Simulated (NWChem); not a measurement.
All runs are NWChem calculations. System: CSi, charge 0, spin multiplicity 3, at a geometry optimised with UPBE/def2-SVP. The structure started from a generated list of species. Its SCF solution wasn't tested for a lower state. Level: ROCR-CCSD(T)/def2-TZVP, 6 core orbitals frozen.

Output (cleaned and shortened):

```
             Northwest Computational Chemistry Package (NWChem) 7.3.0
             --------------------------------------------------------

                                NWChem Input Module
                                -------------------

 Scaling coordinates for geometry "geometry" by  1.889725989
 (inverse scale =  0.529177249)

 Turning off AUTOSYM since
 SYMMETRY directive was detected!

                             Geometry "geometry" -> ""
                             -------------------------

 Output coordinates in angstroms (scale by  1.889725989 to convert to a.u.)

  No.       Tag          Charge          X              Y              Z
 ---- ---------------- ---------- -------------- -------------- --------------
    1 Si                  14.0000     0.00000000     0.00000000     0.52119200
    2 C                    6.0000     0.00000000     0.00000000    -1.21611600

 Effective nuclear repulsion energy (a.u.)      25.5860727723

            Nuclear Dipole moment (a.u.)
            ----------------------------
        X                 Y               Z
 ---------------- ---------------- ----------------
     0.0000000000     0.0000000000    -0.0000151178

      Symmetry information
      --------------------

 Group name             C2v
 Group number             16
 Group order               4
 No. of unique centers     2

      Symmetry unique atoms

     1    2


 Summary of "ao basis" -> "" (spherical)
 ------------------------------------------------------------------------------
       Tag                 Description            Shells   Functions and Types
 ---------------- ------------------------------  ------  ---------------------
 *                         def2-tzvp                  on all atoms

 Summary of "ao basis" -> "ao basis" (spherical)
 ------------------------------------------------------------------------------
       Tag                 Description            Shells   Functions and Types
 ---------------- ------------------------------  ------  ---------------------
 Si                        def2-tzvp                13       37   5s5p2d1f
 C                         def2-tzvp                11       31   5s3p2d1f

                                 NWChem SCF Module
                                 -----------------

  ao basis        = "ao basis"
  functions       =    68
  atoms           =     2
  closed shells   =     9
  open shells     =     2
  charge          =   0.00
[...]
        Alpha frozen cores :     6
         Beta frozen cores :     6
     Alpha frozen virtuals :     0
      Beta frozen virtuals :     0
         Spin multiplicity : triplet
    Number of AO functions :    68
       Number of AO shells :    24
        Use of symmetry is : on
      Symmetry adaption is : on
         Schwarz screening : 0.10D-09

          Correlation Information
          -----------------------
          Calculation type : Coupled-cluster singles & doubles w/ perturbation
   Perturbative correction : Completely renormalized (T)
            Max iterations :      100
        Residual threshold : 0.10D-05
     T(0) DIIS level shift : 0.00D+00
     L(0) DIIS level shift : 0.00D+00
     T(1) DIIS level shift : 0.00D+00
     L(1) DIIS level shift : 0.00D+00
     T(R) DIIS level shift : 0.00D+00
     T(I) DIIS level shift : 0.00D+00
   CC-T/L Amplitude update :  5-th order DIIS
                I/O scheme : Global Array Library
        L-threshold :  0.10D-05
        EOM-threshold :  0.10D-05
 no EOMCCSD initial starts read in
 TCE RESTART OPTIONS
 SLICE:      F
 D4D5:       F
 quantumc:   F
 qrotation:  F
 pwtce:      F
 qducc:      F
 nacto:                         0
 nrotv:                         0
 nrot:                          0

            Memory Information
            ------------------
          Available GA space size is     249027552 doubles
          Available MA space size is     104850596 doubles

 Maximum block size supplied by input
 Maximum block size        24 doubles

 tile_dim =     23

 -------------------------------------------------

 Global array virtual files algorithm will be used

 Parallel file system coherency ......... OK

 4-electron integrals stored in orbital form

 v2    file size   =          1189786
 4-index algorithm nr.  13 is used
 imaxsize =       30
 imaxsize ichop =        0


CCSD iterations
 ---------------------------------------------------------
 Iter          Residuum       Correlation     Cpu    Wall
 ---------------------------------------------------------
    1   0.1303710670340  -0.2128547504760     0.1     0.1
    2   0.0460825011041  -0.2174356149941     0.1     0.1
    3   0.0369365922728  -0.2235582074224     0.1     0.1
    4   0.0368948625130  -0.2265855848341     0.1     0.1
    5   0.0475076814998  -0.2251805061554     0.1     0.1
    6   0.0043877374441  -0.2274479415939     0.1     0.1
    7   0.0030013986427  -0.2273805795723     0.1     0.1
    8   0.0021438956359  -0.2275079818839     0.1     0.1
    9   0.0019697401782  -0.2274999141489     0.1     0.1
   10   0.0016425117749  -0.2276283147504     0.1     0.1
   11   0.0005343295947  -0.2277443952189     0.1     0.1
   12   0.0003780995798  -0.2277334694638     0.1     0.1
   13   0.0002451284616  -0.2277224250466     0.1     0.1
   14   0.0002094295299  -0.2277269283733     0.1     0.1
   15   0.0001490065886  -0.2277175666218     0.1     0.1
   16   0.0000604186317  -0.2277161633913     0.1     0.1
   17   0.0000433007618  -0.2277159378554     0.1     0.1
   18   0.0000381460883  -0.2277172229065     0.1     0.1
   19   0.0000377206551  -0.2277184100675     0.1     0.1
   20   0.0000399887456  -0.2277183696915     0.1     0.1
   21   0.0000090599941  -0.2277209210135     0.1     0.1
   22   0.0000067563742  -0.2277206240327     0.1     0.1
   23   0.0000048550213  -0.2277203740506     0.1     0.1
   24   0.0000055898485  -0.2277205937370     0.1     0.1
   25   0.0000056135934  -0.2277202252008     0.1     0.1
   26   0.0000011825302  -0.2277203699597     0.1     0.1
   27   0.0000008432116  -0.2277203575424     0.1     0.1
 -----------------------------------------------------------------
 Iterations converged
 CCSD correlation energy / hartree =        -0.227720357542378
 CCSD total energy / hartree       =      -326.846097233389798

 Singles contributions
    10a1  (beta ) ---     8a1  (beta )        0.1396089851

 Doubles contributions
    13b2  (alpha)    13b2  (beta ) ---     9b2  (alpha)     9b2  (beta )       -0.1194935382
 CR-CCSD(T)

 CR-CCSD[T]  correction energy / hartree =        -0.013252954639832
 CR-CCSD[T] correlation energy / hartree =        -0.240973312182209
 CR-CCSD[T] total energy / hartree       =      -326.859350188029623
 CR-CCSD(T)  correction energy / hartree =        -0.012340278502686
 CR-CCSD(T) correlation energy / hartree =        -0.240060636045064
 CR-CCSD(T) total energy / hartree       =      -326.858437511892475

 Task  times  cpu:        7.1s     wall:        7.1s

 Total times  cpu:        7.1s     wall:        7.1s
```

### Question
Write an NWChem input that would produce this output.

### Answer
One answer among several that fit: 
```
start mol
memory heap 100 mb stack 700 mb global 1900 mb
geometry units angstroms nocenter noautoz
  Si     0.000000     0.000000     0.521192
  C      0.000000     0.000000    -1.216116
  symmetry group C2v
end
basis spherical
  * library def2-tzvp
end
scf
  rohf
  nopen 2
  maxiter 100
  thresh 1e-7
  semidirect memsize 60000000 filesize 0
  # guess.movecs holds the orbitals of an unrestricted PBE0 run
  vectors input guess.movecs swap 9 11 output mol.movecs
end
tce
  freeze core 6
  cr-ccsd(t)
  2eorb
  2emet 13
  thresh 1e-6
  maxiter 100
  tilesize 24
end
task tce energy
```
